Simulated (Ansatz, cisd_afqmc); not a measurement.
Species: Ti, charge 0, triplet.

Quantity: first ionisation energy (Ti+ (quartet) against Ti (triplet)), in eV. Open shells are spin-unrestricted; no spin-orbit coupling. The -DK rows use spin-free X2C, correlate 3s3p of the metal (1s2s2p frozen) and give its partners the cc-pVXZ-DK valence sets. The Monte Carlo rows (phaseless AFQMC, CISD trial, step 0.005/hartree) carry one-sigma bars that omit the constraint's bias. Outlying blocks are dropped, and bars are widened where a walk drifts. Over all cases where full CI ran beside it in this data, AFQMC minus full CI had a median of +0.1 mEh and passed +0.4 mEh in a tenth of the cases. CBS(X,Y): correlation extrapolated as X^-3, Hartree-Fock from the larger set. A bracket is a step between two methods taken in the basis named. Functionals run without relativity, which enters their misses. Open-shell metal atoms are single determinants, not pure terms.

```json
[
 {"level": "PBE0/def2-TZVPD", "program": "Ansatz", "first ionisation energy (eV)": "6.22", "difference against the last row": "-0.61"},
 {"level": "wB97M-V/def2-TZVPD", "program": "Ansatz", "first ionisation energy (eV)": "6.42", "difference against the last row": "-0.41"},
 {"level": "MP2/cc-pwCVTZ-DK", "program": "Ansatz", "first ionisation energy (eV)": "6.56", "difference against the last row": "-0.27"},
 {"level": "CCSD/cc-pwCVQZ-DK", "program": "Ansatz", "first ionisation energy (eV)": "6.68", "difference against the last row": "-0.15"},
 {"level": "CCSD/CBS(cc-pwCVTZ-DK,cc-pwCVQZ-DK)", "program": "Ansatz", "first ionisation energy (eV)": "6.68", "difference against the last row": "-0.15"},
 {"level": "CCSD(T)/aug-cc-pwCVQZ-DK", "program": "Ansatz", "first ionisation energy (eV)": "6.80", "difference against the last row": "-0.03"},
 {"level": "CCSD(T)/cc-pwCVQZ-DK", "program": "Ansatz", "first ionisation energy (eV)": "6.80", "difference against the last row": "-0.03"},
 {"level": "CCSDT(Q)/cc-pwCVTZ-DK", "program": "Ansatz", "first ionisation energy (eV)": "6.80", "difference against the last row": "-0.03"},
 {"level": "AFQMC/CISD/cc-pwCVTZ-DK", "program": "cisd_afqmc", "first ionisation energy (eV)": "6.77 ± 0.01", "difference against the last row": "-0.06"},
 {"level": "CCSD(T)/CBS(aug-cc-pwCVTZ-DK,aug-cc-pwCVQZ-DK) + [CCSDT(Q) - CCSD(T)]/aug-cc-pwCVTZ-DK", "program": "Ansatz", "first ionisation energy (eV)": "6.83", "difference against the last row": "0.00"}
]
```

Ansatz is a program for electronic structure.
